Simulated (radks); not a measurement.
Task: Ionisation of the chlorine ion Cl3+, [Ne] 3s2 3p2, to [Ne] 3s2 3p1 as the strength of local exchange is varied. Calculated with a radial shooting solver on a logarithmic mesh with Libxc functionals: scalar-relativistic Kohn-Sham, Slater X-alpha exchange (alpha = 2/3 is LDA exchange), no correlation, spin-polarised, spherical densities, point nucleus; open shells are filled with parallel spins first.

alpha  E(Cl3+) (hartree)  exchange (hartree)  IE (eV)  -e of the level emptied (eV)  <r> of it (bohr)
0.565         -452.44913           -20.48960   50.025                   43.119 (3p)             1.541
0.645         -455.35826           -23.50616   51.620                   44.697 (3p)             1.521
0.667         -456.16077           -24.34073   52.063                   45.137 (3p)             1.515
0.703         -457.47632           -25.71105   52.792                   45.860 (3p)             1.506
0.706         -457.58608           -25.82550   52.853                   45.920 (3p)             1.505
0.781         -460.33662           -28.69993   54.389                   47.447 (3p)             1.487
0.835         -462.32480           -30.78509   55.510                   48.561 (3p)             1.474
?             -452.88459           -20.94026   50.263                   43.354 (3p)             1.538

Which alpha was used in the last row?

Result: alpha = 0.577. NIST Atomic Spectra Database: 53.2 +/- 0.12 eV (semi-empirical). The Delta-SCF value meets it near alpha = 0.72. Open shells are spherical and high-spin; term and fine-structure splittings are not resolved.
